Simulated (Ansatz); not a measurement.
Relaxation of C2H5BOSi (10 atoms, charge 0, multiplicity 1), to a largest force component of 0.02 eV/Å in at most 40 steps.

Theory: UKS r2SCAN/STO-3G in Ansatz.

```xyz
10
Properties=species:S:1:pos:R:3:forces:R:3
B -1.897 0.431 0.689 -1.96 1.59 -1.74
C -0.791 0.337 -0.360 -4.34 0.91 2.02
C 0.356 -0.141 -0.003 5.53 -2.13 2.08
O 1.351 -0.690 1.098 -5.21 0.96 2.10
Si 1.963 -0.572 -0.429 3.29 1.05 -4.42
H -1.786 0.168 1.801 0.43 -0.44 0.65
H -2.964 0.910 0.340 0.98 -0.63 0.45
H -0.909 0.658 -1.392 -0.07 0.01 -0.46
H 2.789 0.654 -0.567 0.35 -1.18 -0.39
H 1.972 -1.806 -1.175 1.00 -0.14 -0.28
```

Question: Where does it end, and by what steps?

Answer: It converged. Limits of this set-up: minimal basis. After 8 steps the energy has fallen by 1.817 eV; H10 moved furthest, 0.43 Å.

| step | energy less start (eV) | largest force component (eV/Å) | accepted |
| --- | --- | --- | --- |
| 0 | 0.0000 | 5.525 | yes |
| 1 | -1.2972 | 2.830 | yes |
| 2 | -1.6880 | 2.380 | yes |
| 3 | -1.7812 | 0.625 | yes |
| 4 | -1.7994 | 0.644 | yes |
| 5 | -1.8151 | 0.223 | yes |
| 6 | -1.8168 | 0.075 | yes |
| 7 | -1.8172 | 0.044 | yes |
| 8 | -1.8173 | 0.011 | yes |

```xyz
10
Properties=species:S:1:pos:R:3
B -1.954 0.469 0.734
C -0.947 0.403 -0.378
C 0.328 -0.066 -0.190
O 1.010 -0.565 0.929
Si 2.027 -0.543 -0.546
H -1.664 0.111 1.812
H -3.035 0.878 0.536
H -1.170 0.727 -1.404
H 3.121 0.400 -0.470
H 2.369 -1.866 -1.020
```

Time of the run: 2.4 min on 1 CPU thread of a shared host.
